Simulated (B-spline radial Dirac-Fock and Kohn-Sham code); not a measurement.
**How the settings move the core levels of Co**

ΔSCF core binding energies without Breit or QED terms, calculated with an atomic code on a B-spline grid. Keys: rel is the Hamiltonian (dirac, or spin-free x2c and nr, where L3 and M5 stand for the whole 2p and 3d shells), method is hf or an exchange,correlation pair (spin-unpolarised, also for the hole states), nuc the nuclear model, radius_factor scales its radius, rmax is the box in bohr, h the logarithmic mesh step, order the B-spline order, points the quadrature points per cell, c_factor scales the speed of light, and damp, ndamp, maxit and tol steer the iteration. The run stops when the commutator error falls below 10·tol·max(1, Z/10), or the numerical noise floor, and the energy has settled to about 1e-8 Ha; the virial ratio is −V/T.

Base input:

```json
{"items": [{"Z": 27, "q": 0, "cfg": [[1, 0, 2], [2, 0, 2], [2, 1, 6], [3, 0, 2], [3, 1, 6], [3, 2, 7], [4, 0, 2]], "A": 59, "rrms": 3.7875, "do": "settings", "holes": ["K", "L3", "M5"],
  "settings": [{"rel": "dirac", "method": "hf", "nuc": "fermi", "radius_factor": 1.0, "rmax": 45.0, "h": 0.3, "order": 8, "points": 10, "c_factor": 1.0, "maxit": 60, "damp": 0.5, "ndamp": 3, "tol": 1e-08}]}]}
```

The ground state converged in 11 iterations, with total energy -1392.00192 Ha, virial ratio 1.98458 and highest orbital energy -7.42 eV. ΔSCF binding energies: K (1s) 7735.3 eV, L3 (2p3/2) 794.8 eV. Holes are computed only in closed shells, and unreliable hole states are left out.

Changes from the base run:

```
                                      changed setting  Δ total energy (Ha)  Δ K (eV)  Δ L3 (eV)  iterations
                                            order = 7              0.00000      0.00       0.00          11
                                 method = "pw91,pw91"             -1.53451    +18.45      -1.03          11
           nuc = "gauss"; c_factor = 0.8; tol = 1e-06             -6.20043    +44.57      -1.09           9
                                          tol = 1e-06              0.00000      0.00       0.00           9
                                          rmax = 30.0              0.00000      0.00       0.00          11
                                  radius_factor = 2.0             +0.01452     -0.17       0.00          11
               nuc = "gauss"; rmax = 30.0; damp = 0.2              0.00000      0.00       0.00          12
method = "pw91,pw91"; radius_factor = 2.0; damp = 0.0             -1.51996    +18.28      -1.03          15
                    rel = "nr"; order = 5; damp = 0.0                    ?         ?          ?           ?
                                       c_factor = 0.8             -6.20042    +44.57      -1.09          11
                                              h = 0.5             +0.00971     +0.04      +0.04          11
                                           damp = 0.2              0.00000      0.00       0.00          12
```

Q: What does the change rel = "nr"; order = 5; damp = 0.0 do?

A: The total energy moves by +10.69371 Ha and the binding energies by K -76.83 eV, L3 +1.86 eV; the run takes 15 iterations.
